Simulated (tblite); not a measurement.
Input of a run (GFN2-xTB geometry optimisation, gas phase (tblite 0.8.0)), started from a force field or distance geometry:
```
{"job": {"kind": "relax", "xc": "GFN2-xTB", "basis": "xTB"}, "charge": 0, "multiplicity": 1}
C     -3.599200    -0.516300    -0.177600
S     -1.891900    -0.858200    -0.601500
Si    -0.856100     0.915600     0.001300
Cl    -1.090800     1.227600     1.997000
C      0.938300     0.705300    -0.213200
C      1.684400    -0.338000     0.173000
Si     3.502200    -0.519900    -0.059600
H     -3.958300     0.377900    -0.704500
H     -3.722300    -0.366300     0.901000
H     -4.231600    -1.365200    -0.469500
H     -1.395700     2.094400    -0.733900
H      1.389200     1.548600    -0.728700
H      1.239600    -1.185500     0.697100
H      4.155000    -0.761100     1.253400
H      3.772800    -1.663400    -0.950300
H      4.056900     0.713400    -0.650500
```

Output (eV, eV/Å):
```
step      E/eV     max force
  0    -606.27968    1.609
  1    -606.35784    0.856
  2    -606.38291    0.510
  3    -606.39677    0.313
  4    -606.41095    0.266
  5    -606.42047    0.281
  6    -606.42687    0.200
  7    -606.43100    0.161
  8    -606.43460    0.185
  9    -606.43822    0.150
 10    -606.44065    0.090
 11    -606.44180    0.094
 12    -606.44245    0.070
 13    -606.44323    0.073
 14    -606.44436    0.091
 15    -606.44560    0.084
 16    -606.44653    0.070
 17    -606.44711    0.046
 18    -606.44751    0.047
 19    -606.44787    0.050
 20    -606.44825    0.051
 21    -606.44865    0.050
 22    -606.44909    0.054
 23    -606.44948    0.054
 24    -606.44975    0.041
 25    -606.44992    0.036
 26    -606.45009    0.033
 27    -606.45028    0.050
 28    -606.45047    0.046
 29    -606.45062    0.031
 30    -606.45073    0.033
 31    -606.45086    0.046
 32    -606.45104    0.064
 33    -606.45124    0.061
 34    -606.45139    0.036
 35    -606.45148    0.021
 36    -606.45158    0.032
 37    -606.45172    0.040
 38    -606.45193    0.051
 39    -606.45217    0.045
 40    -606.45237    0.039
 41    -606.45253    0.031
 42    -606.45271    0.037
 43    -606.45292    0.042
 44    -606.45312    0.037
 45    -606.45327    0.033
 46    -606.45342    0.038
 47    -606.45364    0.057
 48    -606.45398    0.069
 49    -606.45441    0.060
 50    -606.45483    0.049
 51    -606.45519    0.058
 52    -606.45557    0.063
 53    -606.45607    0.062
 54    -606.45669    0.058
 55    -606.45733    0.059
 56    -606.45791    0.065
 57    -606.45846    0.110
 58    -606.45896    0.164
 59    -606.46025    0.098
 60    -606.46144    0.061
 61    -606.46248    0.090
 62    -606.46313    0.098
 63    -606.46397    0.082
 64    -606.46498    0.072
 65    -606.46581    0.067
 66    -606.46639    0.062
 67    -606.46672    0.061
 68    -606.46697    0.047
 69    -606.46720    0.047
 70    -606.46753    0.043
 71    -606.46777    0.044
 72    -606.46812    0.049
 73    -606.46848    0.050
 74    -606.46885    0.043
 75    -606.46910    0.039
 76    -606.46936    0.038
 77    -606.46962    0.037
 78    -606.47001    0.041
 79    -606.47041    0.042
 80    -606.47093    0.065
 81    -606.47149    0.064
 82    -606.47211    0.075
 83    -606.47267    0.079
 84    -606.47292    0.082
 85    -606.47383    0.073
 86    -606.47460    0.078
 87    -606.47547    0.065
 88    -606.47582    0.069
 89    -606.47633    0.054
 90    -606.47676    0.073
 91    -606.47741    0.058
 92    -606.47781    0.044
 93    -606.47812    0.054
 94    -606.47844    0.054
 95    -606.47880    0.053
 96    -606.47912    0.040
 97    -606.47934    0.037
 98    -606.47948    0.029
 99    -606.47958    0.027
100    -606.47965    0.022
101    -606.47975    0.028
102    -606.47993    0.035
103    -606.48024    0.047
104    -606.48066    0.051
105    -606.48107    0.047
106    -606.48143    0.047
107    -606.48180    0.056
108    -606.48229    0.054
109    -606.48284    0.059
110    -606.48326    0.046
111    -606.48353    0.043
112    -606.48377    0.038
113    -606.48412    0.041
114    -606.48460    0.048
115    -606.48495    0.036
116    -606.48511    0.027
117    -606.48518    0.026
118    -606.48524    0.020
119    -606.48534    0.023
120    -606.48549    0.025
121    -606.48564    0.026
122    -606.48576    0.029
123    -606.48584    0.019
124    -606.48591    0.017
125    -606.48597    0.015
126    -606.48602    0.012
127    -606.48607    0.013
128    -606.48611    0.012
129    -606.48614    0.017
130    -606.48617    0.023
131    -606.48622    0.026
132    -606.48628    0.028
133    -606.48638    0.029
134    -606.48649    0.036
135    -606.48664    0.047
136    -606.48685    0.043
137    -606.48714    0.037
138    -606.48748    0.047
139    -606.48781    0.052
140    -606.48811    0.059
141    -606.48856    0.074
142    -606.48920    0.063
143    -606.49002    0.079
144    -606.48988    0.111
145    -606.49104    0.055
146    -606.49135    0.045
147    -606.49195    0.046
148    -606.49213    0.038
149    -606.49232    0.025
150    -606.49240    0.022
151    -606.49252    0.023
152    -606.49261    0.031
153    -606.49271    0.025
154    -606.49285    0.032
155    -606.49294    0.033
156    -606.49299    0.035
157    -606.49305    0.028
158    -606.49310    0.019
159    -606.49314    0.014
160    -606.49320    0.013
161    -606.49324    0.014
162    -606.49327    0.012
163    -606.49329    0.010
```

Question: Summarise the run.

Answer: The energy falls by 20.6 kJ/mol over 163 L-BFGS steps, the largest force on an atom goes from 1.61 to 0.010 eV/Å, and the atoms move by 0.557 Å rms after alignment. The bond that changes most is Si3–C5 (chlorine-bound silicon to alkene CH carbon), which lengthens by 0.055 Å. Bonds longer at the end by more than 0.005 Å: 4 of 15; shorter: 9. Among the angles that change most is Cl4–Si3–C5, from 104.3° to 111.3°. Among the dihedrals that turn most is H11–Si3–C5–H12, from 8° to 65°. The energy rose by more than 1e-5 eV at step 144. The first step brought 37 % of the lowering.

Question: What are the final bond lengths?

Answer: C1–S2 1.820 Å, S2–Si3 2.152 Å, Si3–Cl4 2.030 Å, Si3–C5 1.875 Å, C5=C6 1.332 Å, C6–Si7 1.884 Å, C1–H8 1.086 Å, C1–H9 1.085 Å, C1–H10 1.084 Å, Si3–H11 1.460 Å, C5–H12 1.084 Å, C6–H13 1.085 Å, Si7–H14 1.464 Å, Si7–H15 1.465 Å, Si7–H16 1.464 Å. Numbering counts from 1 in the input's order; the species is `CS[Si@@H](Cl)/C=C/[SiH3]`.

The run took 2.6 s on one thread, Arm Neoverse N1 (aarch64), shared host with 64 logical CPUs at a one-minute load of 60.

Its GFN2-xTB frequencies are all real (lowest 42 cm⁻¹). One conformer, not necessarily the lowest. 3 starts were optimised and ended at 0.00, 0.24 and 0.35 kcal/mol (GFN2-xTB); the lowest of these is shown.

The numbers are calculated, not measured.
